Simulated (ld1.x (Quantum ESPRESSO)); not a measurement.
**u(r) = r·R(r): atom against pseudo-atom (rhodium)**

Columns: radius, all-electron u(r) and pseudo u(r) of the 4d shell (level -5.94 eV) of rhodium in the configuration [Kr] 4d8 5s1 5p0; PBE, scalar-relativistic, PAW scheme, ld1.x (Quantum ESPRESSO) 7.5.

```tsv
r (bohr)	all-electron	pseudo
0.225	0.4094	-0.0276
0.450	0.0368	-0.1842
0.675	-0.4803	-0.4604
0.900	-0.7614	-0.7183
1.125	-0.8397	-0.8345
1.350	-0.8088	-0.8111
1.575	-0.7329	-0.7329
1.800	-0.6446	-0.6446
2.025	-0.5586	-0.5586
2.250	-0.4804	-0.4804
2.475	-0.4115	-0.4115
2.700	-0.3519	-0.3519
2.925	-0.3007	-0.3007
3.150	-0.2569	-0.2569
3.375	-0.2194	-0.2194
3.600	-0.1875	-0.1875
3.825	-0.1602	-0.1602
4.050	-0.1370	-0.1370
4.275	-0.1172	-0.1172
4.500	-0.1003	-0.1003
4.725	-0.0858	-0.0858
4.950	-0.0735	-0.0735
5.175	-0.0630	-0.0630
5.400	-0.0540	-0.0540
5.625	-0.0463	-0.0463
5.850	-0.0398	-0.0398
```

**Question.** How many radial nodes do the two functions have?

**Answer.** The all-electron 4d function has n − l − 1 = 1; the pseudo-wave has 0, since the states of the same l below it are removed with the core.

**Question.** At about which radius was the pseudo-wave matched?

**Answer.** 1.55 bohr, where the columns begin to agree (steps of 0.23 bohr).

**Question.** Is the pseudo-wave norm-conserving?

**Answer.** No, it belongs to a PAW set: the norm inside the radius is not constrained, and the difference is carried by the augmentation charge.
